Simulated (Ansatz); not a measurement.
Basis-set extrapolation for C2H2BF2N, SMILES `FBC1(F)C=N1` (PBE0-D4/def2-TZVP geometry, frozen core, Ansatz). Multiplicity 1, RHF reference.

```json
{"": "HF", "def2-TZVPP": "-355.031496", "def2-QZVPP": "-355.047023"}
{"": "MP2 correlation", "def2-TZVPP": "-1.091136", "def2-QZVPP": "-1.179305"}
{"": "CCSD(T) correlation", "def2-TZVPP": "-1.150059", "def2-QZVPP": "not run"}
```

Energies in hartree. Use E(X) = E(∞) + A·exp(−7.88·√X) for Hartree–Fock and E(X) = E(∞) + B·X^(−2.97) for correlation, with X = 3 and 4, and add CCSD(T) minus MP2 of the smaller set to the MP2 limit.

Question: What is the CCSD(T) energy at the basis-set limit?

Answer: HF limit: -355.047023 + (-0.015527) × 0.13774 = -355.04916. MP2 limit: -1.179305 + (-0.088169) × 0.74074 = -1.24462. Higher-order term: -1.150059 − (-1.091136) = -0.05892. Total: -356.35270 hartree, 4.66 eV below CCSD(T)/def2-TZVPP.
